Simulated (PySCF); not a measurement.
# Broadened absorption spectrum of C5H8OSi

Compound: C5H8OSi.
SMILES: `CC#C/C=C/O[SiH3]`

Computed, not measured: PySCF, TDDFT wB97X-D/def2-SVPD, vertical, gas phase, core orbitals frozen in the response. One conformer (not necessarily the lowest) at the PBE0-D3(BJ)/def2-SVP geometry, without solvent, vibrations or thermal averaging. Torsions of this conformer, `[CH3:1][C:2]#[C:3]/[CH:4]=[CH:5]/[O:6][SiH3:7]`: C4–C5–O6–Si7 -1°.

Computed states:

| state | E (eV) | f |
| --- | --- | --- |
| S1 | 5.41 | 0.423 |
| S2 | 5.61 | 0.0001 |
| S3 | 5.77 | 0.0005 |
| S4 | 6.09 | 0.0008 |
| S5 | 6.39 | 0.0001 |
| S6 | 6.93 | 0.0022 |
| S7 | 7.06 | 0.012 |
| S8 | 7.21 | 0.356 |
| S9 | 7.33 | 0.012 |
| S10 | 7.46 | 0.0006 |

Each state is given a Gaussian of 0.25 eV full width at half maximum, with ε(max) = 2.175×10⁸ f / Δν̃ (Δν̃ the width in cm⁻¹). The width is an assumption, not a result. The curve ends short of the highest state used, and states not computed would add to its high-energy end.

Task: Give the broadened spectrum and its maxima.

Result: 
(λ (nm), ε (L mol⁻¹ cm⁻¹)): (180.7, 583), (182.9, 138), (185.2, 26), (187.5, 5), (189.7, 6), (192.0, 12), (194.3, 16), (196.5, 21), (198.8, 40), (201.1, 72), (203.3, 92), (205.6, 82), (207.9, 57), (210.1, 47), (212.4, 65), (214.7, 173), (216.9, 707), (219.2, 2920), (221.5, 9093), (223.7, 20149), (226.0, 34509), (228.3, 44480), (230.5, 44120), (232.8, 34162), (235.1, 20844), (237.3, 10532), (239.6, 4195), (241.9, 1369), (244.1, 393), (246.4, 90)

Maxima: 229 nm (5.41 eV), ε about 46000, made up of S1 (100%); 204 nm (6.09 eV), ε about 93, made up of S4 (99%) (ε in L mol⁻¹ cm⁻¹; maxima over ε = 5, shares over 10%). At its high-energy end, 6.86 eV, the curve is still rising (ε about 570, from S6, S7 and S8).

Task: What would ε be at 5.41 eV, the highest of these maxima, with half the width (0.125 eV)?

Result: About 91100 L mol⁻¹ cm⁻¹ against 45600, a factor of about 2.00; a lone state at its own centre would give exactly 2.

Task: Does any computed singlet lie in the visible range?

Result: No computed singlet lies in the visible range (380 to 750 nm); the lowest, at 229 nm, stands 2.14 eV above its violet end (3.26 eV).

Task: On this curve, what absorbance would a 10⁻³ mol/L sample give at 193 nm over a 1 cm path?

Result: 193 nm is 6.424 eV, where ε is about 14 L mol⁻¹ cm⁻¹, so A = ε c l ≈ 0.014 (Beer–Lambert, with the gas-phase spectrum and the assumed width).

All these states lie below the vertical ionisation energy of 8.08 eV (ΔSCF).

Hardware: one thread of an Intel Xeon at 2.50 GHz, shared host with 64 logical CPUs at a one-minute load of 63. Cost: 3.2 min (grids of density and orbitals included), 0.95 GiB resident at most.
